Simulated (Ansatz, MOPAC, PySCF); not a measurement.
Molecule: AsF₂, charge 0, multiplicity 2. SMILES: F[As]F
Geometry from a B3LYP-D3(BJ)/def2-TZVP (Ansatz, a first-principles code) optimisation:
```
As
F 1 1.7444
F 1 1.7444 2 96.75
```
Charge 0, spin multiplicity 2.

Wanted: vertical electron affinity to the singlet, in eV. Terms: six Cartesian d functions in 6-31G* and its kin unless marked 5d; no spin-orbit coupling; each state is the SCF solution reached for its charge and spin; no dispersion term unless named; non-relativistic; open shells spin-unrestricted. Ab initio and DFT rows: single points at B3LYP-D3(BJ) geometries (Ansatz). Semi-empirical rows: differences of heats of formation at the shared geometry for vertical values. Anions need diffuse functions, which STO-3G, LANL2DZ, def2-SVP, cc-pVDZ and Pople sets without + lack.

```tsv
species	coefficient	E at B3LYP/6-31G* (Ansatz), Eh	E at M06-2X/def2-TZVPD (PySCF), Eh	heat of formation at MNDO (MOPAC), kcal/mol
charge -1, singlet	-1	-2435.33217	-2435.65622	-184.46
charge 0, doublet	+1	-2435.32015	-2435.62466	-110.97
```

 1 Eh = 27.2114 eV and 1 eV = 23.0605 kcal/mol.

Q: Work the quantity out at each level.

A: 
- B3LYP/6-31G*: the sum of coefficient times E is 0.01202 Eh, or 0.327 eV. Result: 0.33 eV.
- M06-2X/def2-TZVPD: the sum of coefficient times E is 0.03156 Eh, or 0.859 eV. Result: 0.86 eV.
- MNDO: the sum of coefficient times heat of formation is 73.49 kcal/mol, or 3.19 eV.
